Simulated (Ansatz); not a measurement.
Born–Oppenheimer molecular dynamics of CH₇Ga (9 atoms, charge 0, multiplicity 1). It starts at the highest image of a converged band. Of that band: Neighbouring images differ by up to 2.3 eV, so the band resolves the path poorly. A vibrational analysis at the climbing image gives one clearly imaginary mode, 1879i cm⁻¹: a first-order saddle point.

All numbers below come from Ansatz 0.2.0, RHF/def2-SVP.

| Property | Result |
| --- | --- |
| ensemble | NVE (velocity Verlet) |
| time step | 0.5 fs |
| steps asked | 200 |
| starting velocities drawn for | 300 K |
| seed | 9142 |

Frames 1 fs apart, positions in Å, forces in eV/Å.

Velocities at 45 fs (Å/ps):

```
Ga 0.08 0.37 -7.07
C 1.01 7.30 35.89
H 17.04 4.01 44.44
H -18.70 14.47 21.94
H -3.70 31.54 39.42
H -8.51 -60.50 -20.74
H -9.89 -39.90 -29.21
H 9.80 1.63 -11.36
H -3.31 -63.75 17.20
```

```xyz
9
Properties=species:S:1:pos:R:3:forces:R:3 time_fs=45 energy_less_start_eV=-1.645 T=2116
Ga -0.048 -0.311 -0.180 -0.54 -1.26 -0.27
C -0.018 0.018 3.195 -0.18 7.80 1.22
H -0.814 0.311 3.853 -0.25 0.13 0.84
H 0.936 0.255 3.610 0.66 0.15 0.30
H -0.212 0.627 2.323 0.32 0.02 -0.34
H 1.410 -0.181 0.318 0.23 0.74 0.10
H -1.468 0.339 -0.017 0.35 0.64 0.11
H -0.237 -1.710 -0.894 0.03 -0.15 -0.24
H -0.119 -0.904 3.021 -0.61 -8.06 -1.71
9
Properties=species:S:1:pos:R:3:forces:R:3 time_fs=46 energy_less_start_eV=-2.053 T=2553
Ga -0.048 -0.311 -0.187 -0.66 -1.48 -0.39
C -0.018 0.027 3.231 -1.36 1.62 -0.60
H -0.798 0.316 3.902 -0.45 0.07 0.90
H 0.922 0.270 3.634 1.40 0.19 0.58
H -0.214 0.658 2.361 0.30 -0.32 -0.12
H 1.403 -0.238 0.298 0.47 0.86 0.24
H -1.476 0.303 -0.046 0.25 0.77 0.17
H -0.227 -1.709 -0.907 -0.01 -0.18 -0.29
H -0.124 -0.998 3.032 0.05 -1.53 -0.50
9
Properties=species:S:1:pos:R:3:forces:R:3 time_fs=47 energy_less_start_eV=-1.900 T=2395
Ga -0.048 -0.311 -0.194 -0.68 -1.67 -0.48
C -0.018 0.039 3.267 -1.84 -1.86 -1.47
H -0.787 0.321 3.959 -0.42 -0.09 0.71
H 0.920 0.287 3.663 1.57 0.07 0.60
H -0.213 0.687 2.398 0.24 -0.59 0.06
H 1.401 -0.287 0.280 0.60 0.95 0.34
H -1.482 0.273 -0.073 0.16 0.88 0.23
H -0.218 -1.710 -0.922 -0.03 -0.17 -0.30
H -0.130 -1.109 3.037 0.40 2.49 0.31
9
Properties=species:S:1:pos:R:3:forces:R:3 time_fs=48 energy_less_start_eV=-1.526 T=1987
Ga -0.048 -0.311 -0.201 -0.61 -1.84 -0.55
C -0.019 0.049 3.301 -1.53 -2.87 -1.30
H -0.779 0.325 4.022 -0.18 -0.28 0.32
H 0.933 0.304 3.697 1.03 -0.21 0.33
H -0.210 0.709 2.436 0.15 -0.76 0.16
H 1.403 -0.326 0.265 0.60 1.00 0.39
H -1.486 0.252 -0.098 0.11 0.94 0.27
H -0.208 -1.712 -0.940 -0.05 -0.12 -0.29
H -0.131 -1.197 3.045 0.49 4.14 0.68
9
Properties=species:S:1:pos:R:3:forces:R:3 time_fs=49 energy_less_start_eV=-1.241 T=1674
Ga -0.048 -0.311 -0.208 -0.45 -1.99 -0.60
C -0.022 0.056 3.335 -0.78 -2.94 -0.59
H -0.773 0.327 4.089 0.12 -0.44 -0.16
H 0.956 0.320 3.735 0.12 -0.52 -0.07
H -0.206 0.725 2.475 0.03 -0.79 0.15
H 1.412 -0.356 0.255 0.47 1.03 0.40
H -1.490 0.240 -0.120 0.09 0.97 0.30
H -0.199 -1.716 -0.961 -0.07 -0.04 -0.26
H -0.128 -1.247 3.060 0.47 4.72 0.83
9
Properties=species:S:1:pos:R:3:forces:R:3 time_fs=50 energy_less_start_eV=-1.159 T=1584
Ga -0.048 -0.312 -0.216 -0.25 -2.11 -0.63
C -0.026 0.061 3.368 0.00 -2.84 0.19
H -0.766 0.324 4.154 0.36 -0.52 -0.59
H 0.980 0.331 3.772 -0.70 -0.75 -0.40
H -0.201 0.733 2.515 -0.10 -0.68 0.04
H 1.425 -0.376 0.248 0.25 1.05 0.37
H -1.492 0.238 -0.139 0.11 0.96 0.32
H -0.191 -1.720 -0.985 -0.08 0.08 -0.19
H -0.120 -1.251 3.082 0.41 4.80 0.89
9
Properties=species:S:1:pos:R:3:forces:R:3 time_fs=51 energy_less_start_eV=-1.317 T=1758
Ga -0.049 -0.313 -0.223 -0.05 -2.18 -0.66
C -0.029 0.064 3.401 0.63 -2.70 0.80
H -0.756 0.317 4.214 0.46 -0.49 -0.85
H 0.998 0.334 3.806 -1.20 -0.83 -0.59
H -0.197 0.734 2.556 -0.23 -0.46 -0.11
H 1.440 -0.386 0.244 -0.01 1.05 0.32
H -1.494 0.244 -0.155 0.16 0.92 0.34
H -0.183 -1.723 -1.010 -0.08 0.19 -0.12
H -0.109 -1.210 3.113 0.31 4.50 0.87
9
Properties=species:S:1:pos:R:3:forces:R:3 time_fs=52 energy_less_start_eV=-1.672 T=2146
Ga -0.049 -0.314 -0.231 0.12 -2.19 -0.68
C -0.032 0.065 3.435 1.08 -2.11 1.17
H -0.741 0.305 4.266 0.38 -0.38 -0.90
H 1.004 0.330 3.834 -1.32 -0.76 -0.61
H -0.196 0.731 2.595 -0.34 -0.19 -0.24
H 1.456 -0.387 0.244 -0.26 1.02 0.26
H -1.493 0.260 -0.169 0.25 0.85 0.35
H -0.176 -1.724 -1.036 -0.08 0.30 -0.04
H -0.094 -1.126 3.152 0.18 3.46 0.70
9
Properties=species:S:1:pos:R:3:forces:R:3 time_fs=53 energy_less_start_eV=-1.996 T=2495
Ga -0.049 -0.316 -0.238 0.24 -2.14 -0.70
C -0.035 0.064 3.470 1.34 0.00 1.49
H -0.723 0.289 4.309 0.14 -0.21 -0.73
H 0.998 0.319 3.856 -1.05 -0.56 -0.48
H -0.198 0.727 2.633 -0.41 0.05 -0.27
H 1.468 -0.377 0.246 -0.47 0.97 0.21
H -1.491 0.283 -0.178 0.34 0.76 0.35
H -0.170 -1.723 -1.063 -0.08 0.39 0.04
H -0.078 -1.010 3.198 -0.03 0.73 0.10
9
Properties=species:S:1:pos:R:3:forces:R:3 time_fs=54 energy_less_start_eV=-1.852 T=2334
Ga -0.050 -0.318 -0.246 0.30 -2.01 -0.71
C -0.036 0.064 3.506 1.36 4.85 2.20
H -0.704 0.271 4.345 -0.22 -0.02 -0.37
H 0.982 0.302 3.873 -0.41 -0.24 -0.22
H -0.203 0.722 2.668 -0.44 0.21 -0.18
H 1.477 -0.358 0.250 -0.63 0.91 0.17
H -1.485 0.314 -0.184 0.43 0.65 0.35
H -0.165 -1.718 -1.089 -0.09 0.45 0.10
H -0.062 -0.888 3.244 -0.30 -4.78 -1.34
9
Properties=species:S:1:pos:R:3:forces:R:3 time_fs=55 energy_less_start_eV=-1.398 T=1857
Ga -0.050 -0.320 -0.254 0.31 -1.81 -0.70
C -0.036 0.067 3.544 0.98 9.29 2.75
H -0.687 0.253 4.378 -0.64 0.14 0.11
H 0.962 0.283 3.889 0.53 0.15 0.15
H -0.213 0.720 2.701 -0.42 0.31 -0.03
H 1.479 -0.330 0.255 -0.71 0.82 0.13
H -1.475 0.351 -0.187 0.51 0.52 0.33
H -0.161 -1.708 -1.115 -0.09 0.46 0.15
H -0.049 -0.813 3.277 -0.47 -9.87 -2.90
9
Properties=species:S:1:pos:R:3:forces:R:3 time_fs=56 energy_less_start_eV=-1.709 T=2185
Ga -0.050 -0.322 -0.262 0.28 -1.55 -0.67
C -0.035 0.077 3.584 0.29 6.10 1.04
H -0.676 0.236 4.412 -1.01 0.24 0.59
H 0.948 0.266 3.906 1.54 0.50 0.51
H -0.227 0.721 2.734 -0.38 0.39 0.12
H 1.475 -0.295 0.262 -0.73 0.72 0.11
H -1.460 0.393 -0.187 0.56 0.39 0.31
H -0.157 -1.694 -1.139 -0.10 0.43 0.17
H -0.041 -0.827 3.283 -0.46 -7.22 -2.19
```

Of the whole run (100 fs, mean temperature of the second half 2290 K): The conserved energy stayed within 1.6 meV per atom of its start (net change -0.61 meV per atom), so the integration is sound. The kinetic energy rose, since the run started high on the potential surface and went downhill. It ends in pieces (CH4 + GaH3), so much of that is their flight and rotation, not heat. A run of 0.1 ps of so small a system gives no equilibrium averages. The orbitals stay closed-shell, which can raise the energy where a bond breaks towards radicals; this wasn't checked here.

The run took 6.6 min on 1 thread of Arm Neoverse N1 (shared host), peak memory 0.16 GiB.
